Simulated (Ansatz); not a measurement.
Cartesian coordinates (Å):
```xyz
12

C      1.2363    -0.5085    -0.2586
C     -0.0614     0.3091    -0.3318
C     -1.2590    -0.4503     0.2570
C      0.1082     1.5978     0.3432
N      0.2442     2.6019     0.8874
H      1.1089    -1.4442    -0.8040
H      1.4832    -0.7437     0.7773
H      2.0727     0.0369    -0.6945
H     -0.2730     0.5344    -1.3815
H     -2.1744     0.1359     0.1830
H     -1.0856    -0.6837     1.3081
H     -1.4001    -1.3857    -0.2856
```
Charge 0, multiplicity 1.

Level of theory: frozen-core CCSD(T)/cc-pVTZ // B3LYP-D3(BJ)/def2-TZVP run with Ansatz (a program for electronic structure).

HF energy: -210.07027 Ha
MP2 correlation energy: -0.86355 Ha

Q: Estimate the CCSD correlation energy, the (T) correction, the total energy and the T1 diagnostic.

A: 
```
Quantity                        Result
-----------------------  -------------
CCSD correlation energy    -0.89745 Ha
(T) correction             -0.04021 Ha
CCSD(T) total energy     -211.00793 Ha
T1 diagnostic                    0.011
```
